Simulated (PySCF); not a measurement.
# Correlation energy of Be (beryllium, neutral)

[He] 2s2, closed-shell 1S. Calculation: PySCF 2.14, in aug-cc-pCVDZ (5s4p2d, 27 functions); the non-relativistic Hamiltonian (point nucleus). Frozen: nothing; 4 electrons correlated.

```json
{"level": "CCSD", "correlation energy (mhartree)": "-79.29"}
{"level": "(T)", "correlation energy (mhartree)": "-0.24"}
{"level": "CCSD(T)", "correlation energy (mhartree)": "-79.53"}
{"level": "CCSDT", "correlation energy (mhartree)": "-79.54"}
```

Diagnostics: T1 = 0.015, D1 = 0.0291, largest double amplitude 0.130.

Cost of the coupled-cluster step: of the order of 0.07 core-seconds, for 4 correlated electrons.

Iterations:

```
CC2 = 0
CCSD nocc = 2, nmo = 27
frozen orbitals []
max_cycle = 100
direct = 0
conv_tol = 1e-08
conv_tol_normt = 1e-06
diis_space = 8
diis_start_cycle = 0
Init t2, MP2 energy = -14.6301479543277  E_corr(MP2) -0.0577687944061342
Init E_corr(CCSD) = -0.0577687944270114
cycle = 1  E_corr(CCSD) = -0.0699116356471548  dE = -0.0121428412  norm(t1,t2) = 0.0637681
cycle = 2  E_corr(CCSD) = -0.0743454987868641  dE = -0.00443386314  norm(t1,t2) = 0.0345386
cycle = 3  E_corr(CCSD) = -0.0793711454852965  dE = -0.0050256467  norm(t1,t2) = 0.0195928
cycle = 4  E_corr(CCSD) = -0.0792483336715225  dE = 0.000122811814  norm(t1,t2) = 0.000883388
cycle = 5  E_corr(CCSD) = -0.0793010916569108  dE = -5.27579854e-05  norm(t1,t2) = 0.000202203
cycle = 6  E_corr(CCSD) = -0.0792850030693377  dE = 1.60885876e-05  norm(t1,t2) = 6.08611e-05
cycle = 7  E_corr(CCSD) = -0.0792851448644941  dE = -1.41795156e-07  norm(t1,t2) = 6.62619e-06
cycle = 8  E_corr(CCSD) = -0.0792856288970056  dE = -4.84032511e-07  norm(t1,t2) = 2.4491e-06
cycle = 9  E_corr(CCSD) = -0.0792854114188595  dE = 2.17478146e-07  norm(t1,t2) = 1.14294e-06
cycle = 10  E_corr(CCSD) = -0.0792853648894456  dE = 4.65294139e-08  norm(t1,t2) = 2.08158e-07
cycle = 11  E_corr(CCSD) = -0.0792853625758106  dE = 2.31363499e-09  norm(t1,t2) = 1.57916e-08
CCSD converged
E(CCSD) = -14.65166452249741  E_corr = -0.07928536257581058
CCSD(T) correction = -0.000244977405282047
```
